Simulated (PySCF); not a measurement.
SMILES C=CB(C)OCC, GFN2-xTB optimised geometry.

```
18

B     -0.24     0.25     0.00
C     -1.17     1.55     0.00
H     -1.97     1.46    -0.73
H     -0.63     2.48    -0.21
H     -1.64     1.68     0.97
C     -0.87    -1.19     0.01
C     -2.17    -1.47     0.09
H     -0.18    -2.02    -0.06
H     -2.55    -2.48     0.10
H     -2.91    -0.69     0.16
O      1.10     0.25     0.00
C      1.94     1.38     0.03
C      2.10     1.92     1.44
H      2.91     1.05    -0.36
H      1.55     2.17    -0.63
H      2.48     1.14     2.10
H      2.79     2.76     1.45
H      1.14     2.25     1.83
```

Density from PBE0/def2-SVP in PySCF at that geometry.

Minimum of the electron density along straight lines between bonded atoms, close to the bond critical point (lines longer than 1.1 times the sum of covalent radii, or with two minima, are not listed):

```tsv
bond	length / Å	ρ at the minimum / e bohr⁻³	∇²ρ there / e bohr⁻⁵	position (fraction from the first atom)
B1–C2	1.597	0.174	-0.16	0.32
C2–H3	1.087	0.271	-0.96	0.62
C2–H4	1.088	0.271	-0.96	0.62
C2–H5	1.089	0.268	-0.94	0.62
B1–C6	1.572	0.181	-0.11	0.32
C6–C7	1.328	0.342	-0.93	0.49
C6–H8	1.085	0.278	-1.03	0.63
C7–H9	1.080	0.283	-1.08	0.63
C7–H10	1.078	0.284	-1.09	0.63
B1–O11	1.340	0.207	1.26	0.33
O11–C12	1.408	0.254	-0.34	0.66
C12–C13	1.525	0.247	-0.58	0.51
C12–H14	1.096	0.282	-1.07	0.63
C12–H15	1.097	0.280	-1.05	0.63
C13–H16	1.087	0.277	-1.02	0.63
C13–H18	1.087	0.277	-1.02	0.63
```
